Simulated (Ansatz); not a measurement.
Computed with frozen-core CCSD(T)/cc-pVDZ // PBE0-D3(BJ)/def2-SVP run with Ansatz (a first-principles code).

Ansatz 0.2 input:
```yaml
crystal:
  periodic: [false, false, false]
  atoms:
    - { symbol: B, position_ang: [-2.847628, 0.171855, -0.161681] }
    - { symbol: C, position_ang: [-1.310395, 0.07381, -0.355519] }
    - { symbol: C, position_ang: [-0.477561, 1.30428, 0.011411] }
    - { symbol: C, position_ang: [0.962268, 1.204062, -0.477034] }
    - { symbol: C, position_ang: [1.623917, -0.088764, 0.022143] }
    - { symbol: C, position_ang: [3.008556, -0.186406, -0.433684] }
    - { symbol: N, position_ang: [4.099695, -0.264, -0.812562] }
    - { symbol: C, position_ang: [0.811475, -1.323854, -0.393609] }
    - { symbol: C, position_ang: [-0.628143, -1.220075, 0.094711] }
    - { symbol: H, position_ang: [-3.523921, -0.831283, -0.103856] }
    - { symbol: H, position_ang: [-3.399849, 1.24979, -0.172162] }
    - { symbol: H, position_ang: [-1.370534, 0.040301, -1.479669] }
    - { symbol: H, position_ang: [-0.946019, 2.216735, -0.388643] }
    - { symbol: H, position_ang: [-0.477172, 1.418189, 1.110651] }
    - { symbol: H, position_ang: [1.549345, 2.075061, -0.147293] }
    - { symbol: H, position_ang: [0.985327, 1.205875, -1.580609] }
    - { symbol: H, position_ang: [1.658701, -0.054373, 1.127169] }
    - { symbol: H, position_ang: [0.829853, -1.4009, -1.49458] }
    - { symbol: H, position_ang: [1.292252, -2.234838, -0.005038] }
    - { symbol: H, position_ang: [-0.636965, -1.260738, 1.199056] }
    - { symbol: H, position_ang: [-1.203214, -2.094736, -0.24636] }
basis:
  gaussian: { orbitals: cc-pVDZ }
correlation:
  method: ccsd_t
```

Output:

```
Functional definition: HF
1706 factors; integrals over basis functions are off by at most 1.2e-3 eV
mean field evaluation 1: about -9550.8659 eV, gradient 4.2e1 eV
mean field evaluation 2: about -9551.2760 eV, gradient 4.2e1 eV
mean field evaluation 4: about -9556.6616 eV, gradient 8.2e0 eV
mean field evaluation 8: about -9556.8553 eV, gradient 4.6e-1 eV
mean field evaluation 16: about -9550.8642 eV, gradient 4.2e1 eV
mean field -9556.85624437 eV, -351.2079891107 hartree, gradient 1.9e-6 eV, S^2 0.000000; 0 other end points of the search recorded, 0 dependent functions left out
9 core orbitals not correlated
reference -9556.85624437 eV, -351.2079891107 hartree; 24, 24 occupied and 153, 153 virtual orbitals, 1706 factors
second order -32.68123729 eV of doubles, -0.00000000 eV of singles
cycle   1  -33.81662479 eV  change    -1.1e0 eV  update   1.3e-1
cycle   2  -34.78375562 eV  change   -9.7e-1 eV  update   3.9e-2
cycle   3  -34.97641167 eV  change   -1.9e-1 eV  update   1.7e-2
cycle   4  -34.97983913 eV  change   -3.4e-3 eV  update   4.5e-3
cycle   5  -34.98414259 eV  change   -4.3e-3 eV  update   1.8e-3
cycle   6  -34.98446142 eV  change   -3.2e-4 eV  update   5.0e-4
cycle   7  -34.98437521 eV  change    8.6e-5 eV  update   1.6e-4
cycle   8  -34.98441089 eV  change   -3.6e-5 eV  update   5.8e-5
perturbative correction -1.25765579 eV, -0.0462179978 hartree
Total energy: -9593.09831104 eV, -352.5398604952 hartree
```

Cost: about 6 core-minutes (a rough figure).
